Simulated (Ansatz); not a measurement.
A nudged elastic band was laid between two geometries of CH5FO2Zn (10 atoms, charge 0, multiplicity 1).

Computed with Ansatz 0.2.0, RKS B3LYP-D4/def2-SVP.

```
movable images  : 5
climbing image  : yes
spring          : 5.0 eV/Å²
optimiser       : quadratic models (default)
start path      : through a guess of the saddle point
force threshold : 0.05 eV/Å
iteration limit : 60
end points      : relaxed
```

First end point:

```xyz
10
Properties=species:S:1:pos:R:3
Zn -1.057 -0.042 0.687
O 0.721 0.112 0.149
C 1.433 -0.576 -0.846
O -2.626 -0.696 1.223
H 0.317 1.468 0.224
F -0.476 2.050 0.508
H 2.488 -0.248 -0.846
H 1.030 -0.402 -1.864
H 1.429 -1.667 -0.666
H -3.261 0.002 1.432
```

Last end point:

```xyz
10
Properties=species:S:1:pos:R:3
Zn -1.250 0.613 0.765
O 0.792 0.211 0.277
C 1.326 -0.565 -0.787
O -2.294 -0.801 1.093
H 0.855 1.175 0.102
F -0.626 2.280 0.428
H 2.420 -0.444 -0.852
H 0.877 -0.299 -1.760
H 1.102 -1.620 -0.574
H -3.202 -0.549 1.308
```

Question: Which bonds break or form, and what moves?

Answer: Bonds formed: O2–H5.

Question: What energy profile does the band end with?

Answer: The forces met the threshold. The highest image is number 1 of 0 to 6, 0.0 kcal/mol above the first end and 9.6 kcal/mol above the last; the last end lies 9.5 kcal/mol below the first. The top lies less than 8 meV above the higher end, about what the thresholds resolve: that end is a shoulder or a very shallow well. A vibrational analysis at the climbing image gives one clearly imaginary mode, 178i cm⁻¹: a first-order saddle point.

```csv
image,path coordinate (Å),energy (kcal/mol),O2–H5 (Å)
0,0.00,0.0,1.42
1,0.17,0.0,1.32
2,0.47,-3.1,1.09
3,0.77,-7.7,1.00
4,1.08,-9.1,0.99
5,1.38,-9.4,0.98
6,1.68,-9.5,0.98
```

Question: What is the geometry of the highest image?

Answer: 
```xyz
10
Properties=species:S:1:pos:R:3:forces:R:3
Zn -1.079 0.021 0.707 0.00 0.02 0.00
O 0.736 0.103 0.188 0.00 0.00 0.01
C 1.429 -0.559 -0.841 0.00 -0.01 0.01
O -2.633 -0.691 1.221 0.00 0.00 0.00
H 0.373 1.369 0.211 0.00 -0.02 -0.02
F -0.448 2.017 0.463 -0.01 0.01 0.02
H 2.482 -0.226 -0.860 0.00 0.00 0.00
H 0.997 -0.369 -1.843 0.00 0.01 0.00
H 1.431 -1.651 -0.675 0.00 0.00 -0.01
H -3.290 -0.013 1.429 0.01 0.00 0.00
```

The band took 11 iterations and roughly 6 core-minutes.

Time of the run: 3.2 min on 2 threads of Arm Neoverse V1, on a shared host, peak memory 0.27 GiB.
